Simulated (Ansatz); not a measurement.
FeF₂. Total charge 0; quintet. Geometry r2SCAN-D4/def2-TZVP; atoms count from 1.

```xyz
3

Fe    0.000    0.000    0.000
F    -0.731    1.475   -0.575
F     0.731   -1.475    0.575
```

The structure comes from a short search, and lower isomers may exist.

Q: Estimate the Mulliken populations from the PBE0/def2-TZVP orbitals of Ansatz.

A: 
```json
{"atom": "Fe1", "charge (e)": "1.06", "spin (α − β)": "3.82", "d electrons": "6.36"}
{"atom": "F2", "charge (e)": "-0.53", "spin (α − β)": "0.09", "d electrons": "–"}
{"atom": "F3", "charge (e)": "-0.53", "spin (α − β)": "0.09", "d electrons": "–"}
```
Mulliken values and Mayer orders depend strongly on the basis.

Q: Where does the spin sit?

A: Summed by element: Fe 3.82, F 0.18, of 4 unpaired in all. Largest on single atoms: Fe1 3.82, F2 0.09, F3 0.09.

Q: And the Mayer bond orders between bonded heavy atoms (over 0.3)?

A: Fe1–F2 0.81 (1.74 Å); Fe1–F3 0.81 (1.74 Å).
